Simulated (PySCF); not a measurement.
N-methylpropan-2-imine (C4H9N), SMILES CN=C(C)C. Geometry optimised at PBE0-D3(BJ)/def2-SVP.

Give the equilibrium geometry at PBE0-D3(BJ)/def2-SVP (PySCF confirms it by a frequency run) as Cartesian coordinates in Å, and its point group. (Estimate from the structure and the level; the computed values follow.)

point group Cs.
```xyz
14

C      0.2319     1.9180     0.0000
N      0.8191     0.6044     0.0000
C      0.0571    -0.4148     0.0000
C      0.6796    -1.7791     0.0000
C     -1.4505    -0.3504     0.0000
H     -0.4053     2.0961     0.8870
H     -0.4053     2.0961    -0.8870
H      1.0213     2.6835     0.0000
H      0.3587    -2.3542     0.8848
H      0.3587    -2.3542    -0.8848
H      1.7728    -1.6882     0.0000
H     -1.8174     0.1982    -0.8833
H     -1.8174     0.1982     0.8833
H     -1.9085    -1.3483     0.0000
```
Charge 0, spin multiplicity 1.
